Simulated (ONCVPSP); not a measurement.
## Varying the ONCV potential for Te (Z = 52)

Base potential:

* Element: tellurium (Te)
* Generator: ONCVPSP 4.0.1
* Type: optimised norm-conserving Vanderbilt (ONCV)
* Functional: LDA (Perdew-Zunger)
* Relativity: scalar-relativistic
* Frozen core: [Ar] 3d10
* Valence charge: 24
* Reference configuration: 4s2 4p6 4d10 5s2 5p4
* Partial waves: 4s+5s: rc 1.20 bohr, ncon 3, nbas 6, qcut 7.8 1/bohr, 2 projectors; 4p+5p: rc 1.30 bohr, ncon 5, nbas 10, qcut 12.8 1/bohr, 2 projectors; 4d: rc 1.50 bohr, ncon 4, nbas 7, qcut 10.6 1/bohr, 2 projectors, debl 0.8 Ha
* Local potential: polynomial inside 0.95 bohr (lpopt 5, dvloc0 6 Ha)
* Core correction: Teter function, fcfact 2.75, rcfact 1.05

In the d channel the program set the typed energies aside and used -1.532, 0.250 Ha.

Cutoffs, loose and tight: the cutoffs (Ha) at which the residual kinetic energy of the hardest occupied pseudo-wave falls to 1 and 0.1 mHa per electron. They do not see the model core or the augmentation charge, which bear on the density cutoff. Test errors are all-electron minus pseudo excitation energies from the reference, over the configurations 4s2 4p6 4d10 5s2 5p3; 4s2 4p6 4d10 5s2 5p2; 4s2 4p6 4d10 5s2 5p1; 4s2 4p5 4d10 5s2 5p4. A dash means not determined; rows that change the core or the reference have their own tests.

```csv
change,outcome,"cutoff, loose","cutoff, tight",bound ghosts,GHOST(+) flags above zero,largest test error (meV)
base,"generated, projector energies reset by the program",53 Ha,69 Ha,none,s,-109
"core correction Teter function, fcfact 2.75, rcfact 0.9","generated, projector energies reset by the program",53 Ha,69 Ha,none,s,-108
"local potential polynomial inside 0.95 bohr (lpopt 5, dvloc0 -2.5 Ha)","generated, projector energies reset by the program",53 Ha,69 Ha,none,s,-110
d: qcut 7.3,"generated, projector energies reset by the program",69 Ha,83 Ha,none,s,-172
"core correction Teter function, fcfact 5.9, rcfact 1.05","generated, projector energies reset by the program",53 Ha,69 Ha,none,s,-109
```

Question: What comes out with this change to the base: p: rc 1.94?

Answer: outcome: generated, projector energies reset by the program; cutoff, loose: 42 Ha; cutoff, tight: 69 Ha; bound ghosts: none; GHOST(+) flags above zero: s; largest test error (meV): -294.

Question: What comes out with this change to the base: d: rc 1.24?

Answer: outcome: generated, projector energies reset by the program; cutoff, loose: 53 Ha; cutoff, tight: 69 Ha; bound ghosts: none; GHOST(+) flags above zero: s; largest test error (meV): -89.

Question: What comes out with this change to the base: p: ncon 4, nbas 9?

Answer: outcome: generated, projector energies reset by the program; cutoff, loose: 43 Ha; cutoff, tight: 69 Ha; bound ghosts: none; GHOST(+) flags above zero: s; largest test error (meV): -135.
